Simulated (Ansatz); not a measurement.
AlCu2, relaxed as a doublet with UKS PBE-D4/def2-TZVP in Ansatz, starting from the GFN2-xTB geometry. Force threshold 0.02 eV/Å.

The relaxation made no stability test and no search for a lower SCF solution. No other spin state of charge 0 was run. The structure comes from a short search, and lower isomers may exist.

Start:

```xyz
3

Al   -0.234    0.422   -1.472
Cu   -0.630    0.551    1.103
Cu    0.865   -0.973    0.369
```

(1) Estimate the energy that the relaxation releases and the steps that it takes.

(2) Does the start keep its bonding and symmetry?

(3) Predict the relaxed structure.

Results:

(1) 0.06 eV, in 4 steps; 2.3 s on 4 threads of AMD EPYC 9R45 on a shared host. No frequencies were taken in this run, so the end may be a saddle point.

(2) By distances, no bond broke or formed. The bond that changes most is Al1–Cu2, from 2.61 to 2.48 Å (atoms count from 1). The end is the same structure that another start reached, the lowest one found. Point group Cs at the start, C2v at the end, both within 0.05 Å.

(3) 
Cartesian coordinates in Å:
```
Al -0.231 0.407 -1.377
Cu -0.663 0.592 1.054
Cu 0.894 -0.999 0.323
```
Bond lengths (bridged metal pairs left out): 2 × Al–Cu 2.48 Å; 1 × Cu–Cu 2.34 Å.
